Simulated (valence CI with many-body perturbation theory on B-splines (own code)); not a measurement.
## Assign the levels of P9+

Calculated by valence CI with perturbative core correlation (CI+MBPT): four valence electrons over a frozen Dirac-Fock core [He], a basis of 11 s, 11 p, 9 d, 7 f, 5 g, 2 h, 1 i functions for each j, with the one-electron correlation potential Σ1 (screened to all orders), the two-electron term Σ2, the three-electron term Σ3, Breit, model QED; selected single and double excitations, second order for the rest, scaled by the run's own slope (own B-spline code, finite nucleus).

No measured levels were compared; by estimate levels of excited configurations hold to 0.05 to 0.15 % of their energy, terms of the ground configuration to about 0.5 %.

| No. | J | Parity | E (eV) | g |
| --- | --- | --- | --- | --- |
| 2 | 1 | even | 0.456 | 1.500 |
| 3 | 2 | even | 1.119 | 1.496 |
| 4 | 2 | even | 7.414 | 1.003 |
| 6 | 2 | odd | 20.774 | 2.001 |
| 7 | 2 | odd | 40.073 | 1.169 |
| 8 | 3 | odd | 40.079 | 1.333 |
| 9 | 1 | odd | 40.099 | 0.503 |
| 10 | 1 | odd | 47.119 | 1.495 |
| 12 | 2 | odd | 47.147 | 1.497 |
| 13 | 2 | odd | 60.132 | 1.000 |
| 14 | 1 | odd | 60.857 | 1.991 |
| 15 | 1 | odd | 67.243 | 1.008 |
| 16 | 2 | even | 92.086 | 1.497 |
| 17 | 1 | even | 92.880 | 1.500 |

Energies count from the lowest level. Strongly mixed levels and levels close to another of their J and parity, and those with J = 0 are left out, so the numbers can have gaps.

(1) Give configuration and LS term of each level.

Answers

(1) 2: 2s2.2p2 3P; 3: 2s2.2p2 3P; 4: 2s2.2p2 1D; 6: 2s.2p3 5S°; 7: 2s.2p3 3D°; 8: 2s.2p3 3D°; 9: 2s.2p3 3D°; 10: 2s.2p3 3P°; 12: 2s.2p3 3P°; 13: 2s.2p3 1D°; 14: 2s.2p3 3S°; 15: 2s.2p3 1P°; 16: 2p4 3P; 17: 2p4 3P.
